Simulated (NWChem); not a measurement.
System meant: C$_{2}$H$_{4}$N, doublet; SMILES [CH]=NC

NWChem input:

```
start job
memory heap 200 mb stack 900 mb global 1100 mb
geometry units angstroms noautoz
  C      0.049194     1.328936     0.000000
  N     -0.471532     0.226986     0.000000
  C      0.094025    -1.096477     0.000000
  H      1.115908     1.646289     0.000000
  H     -0.264171    -1.645112     0.884329
  H     -0.264171    -1.645112    -0.884329
  H      1.199734    -1.095256     0.000000
end
basis spherical
  C library def2-svp
  N library def2-svp
  H library def2-svp
end
dft
  odft
  mult 3
  xc b3lyp
  iterations 150
  mulliken
end
task dft energy
```

End of the output:

```
 ==============================================================================
                                 internuclear angles
 ------------------------------------------------------------------------------
        center 1       |       center 2       |       center 3       |  degrees
 ------------------------------------------------------------------------------
    2 N                |   1 C                |   4 H                |   131.86
    1 C                |   2 N                |   3 C                |   131.57
    2 N                |   3 C                |   5 H                |   109.30
    2 N                |   3 C                |   6 H                |   109.30
    2 N                |   3 C                |   7 H                |   113.08
    5 H                |   3 C                |   6 H                |   106.93
    5 H                |   3 C                |   7 H                |   109.03
    6 H                |   3 C                |   7 H                |   109.03
 ------------------------------------------------------------------------------
                            number of included internuclear angles:          8
 ==============================================================================

 Summary of "ao basis" -> "" (spherical)
 ------------------------------------------------------------------------------
       Tag                 Description            Shells   Functions and Types
 ---------------- ------------------------------  ------  ---------------------
 C                          def2-svp                 6       14   3s2p1d
 N                          def2-svp                 6       14   3s2p1d
 H                          def2-svp                 3        5   2s1p

                                 NWChem DFT Module
                                 -----------------

 Summary of "ao basis" -> "ao basis" (spherical)
 ------------------------------------------------------------------------------
       Tag                 Description            Shells   Functions and Types
 ---------------- ------------------------------  ------  ---------------------
 C                          def2-svp                 6       14   3s2p1d
 N                          def2-svp                 6       14   3s2p1d
 H                          def2-svp                 3        5   2s1p

      Symmetry analysis of basis
      --------------------------

        a'         43
        a"         19

  number of electrons :                   23
  multiplicity        :                    3
 ------------------------------------------------------------------------
  no. of electrons and multiplicity not compatible                  23
 ------------------------------------------------------------------------
 ------------------------------------------------------------------------
  current input line :
    24: task dft energy
 ------------------------------------------------------------------------
 ------------------------------------------------------------------------
 There is an error in the input file
 ------------------------------------------------------------------------
 For more information see the NWChem manual at https://nwchemgit.github.io

0: no. of electrons and multiplicity not compatible:Received an Error in Communication
```

Problem. Find the fault in this run and fix the input.

Solution. The program refused the input. Cause: the multiplicity doesn't fit the number of electrons (an even count wants an odd multiplicity, and the reverse). This input runs:
```
start job
memory heap 200 mb stack 900 mb global 1100 mb
geometry units angstroms noautoz
  C      0.049194     1.328936     0.000000
  N     -0.471532     0.226986     0.000000
  C      0.094025    -1.096477     0.000000
  H      1.115908     1.646289     0.000000
  H     -0.264171    -1.645112     0.884329
  H     -0.264171    -1.645112    -0.884329
  H      1.199734    -1.095256     0.000000
end
basis spherical
  * library def2-svp
end
dft
  odft
  mult 2
  xc b3lyp
  iterations 150
  mulliken
end
task dft energy
```
It converges to -133.17377 Ha (B3LYP/def2-SVP, spin-unrestricted).
